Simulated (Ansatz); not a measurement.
H3Au3⁻. Charge -1, multiplicity 2. Geometry PBE-D4/def2-TZVP, that of the neutral singlet; atoms count from 1.

| atom | x (Å) | y (Å) | z (Å) |
| --- | --- | --- | --- |
| Au1 | -1.388 | 0.256 | 0.641 |
| Au2 | 0.111 | -0.839 | -1.298 |
| Au3 | 1.277 | 0.583 | 0.658 |
| H4 | -1.852 | 1.040 | 1.919 |
| H5 | 2.800 | 0.520 | 0.285 |
| H6 | -0.949 | -1.560 | -2.205 |

In the def2 sets Au takes a core potential; there is no spin–orbit coupling. The structure comes from a short search, and lower isomers may exist.

Estimate the Mulliken populations from the PBE0/def2-TZVPD orbitals of Ansatz.


| atom | charge (e) | spin (α − β) | d electrons |
| --- | --- | --- | --- |
| Au1 | -0.35 | 0.20 | 9.65 |
| Au2 | -0.35 | 0.20 | 9.65 |
| Au3 | -0.35 | 0.20 | 9.65 |
| H4 | 0.02 | 0.13 | – |
| H5 | 0.02 | 0.13 | – |
| H6 | 0.02 | 0.13 | – |
Mulliken values depend strongly on the basis. With diffuse functions, as here, like atoms can get unlike values, and bond orders can come out too low or too high.

Where does the spin sit?

Summed by element: Au 0.60, H 0.40, of 1 unpaired in all. Largest on single atoms: Au3 0.20, Au2 0.20, Au1 0.20.

And the Mayer bond orders between heavy atoms (over 0.3)?

Au1–Au2 0.47 (2.68 Å); Au1–Au3 0.47 (2.68 Å); Au2–Au3 0.47 (2.68 Å).
